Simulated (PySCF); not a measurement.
```xyz
4
charge 0 multiplicity 1, angstrom
Bi    0.0000    0.0000   -0.6392
Br    2.3483    0.0000    0.5629
Br   -1.1742    2.0337    0.5629
Br   -1.1741   -2.0337    0.5629
```

Computed with PySCF, PBE, basis Bi def2-SVP with ECP60, Br def2-SVP (scalar-relativistic core potentials, no spin–orbit coupling, density fitting).

This geometry of BiBr3 is a stationary point at this level.

Problem. What is the point group?

Solution. C3v.

Problem. Is it a minimum?

Solution. Yes: all harmonic wavenumbers are real, though the softest, 58 cm⁻¹, leaves little margin.

Problem. List the harmonic modes with their infrared intensities.

Solution. 
| symmetry | ω (cm⁻¹) | IR (km/mol, summed over degenerate members) | type |
| --- | --- | --- | --- |
| e | 58 | 0.7 | bend |
| a1 | 71 | 1.5 | bend |
| e | 213 | 65.1 | stretch |
| a1 | 217 | 5.6 | stretch |

Problem. What are the dipole moment and the gap between the highest occupied and lowest empty levels?

Solution. 3.28 D and 3.42 eV.

In C3v the vibrations span 2e + 2a1.

Spin–orbit coupling, left out here, can matter for elements this heavy.
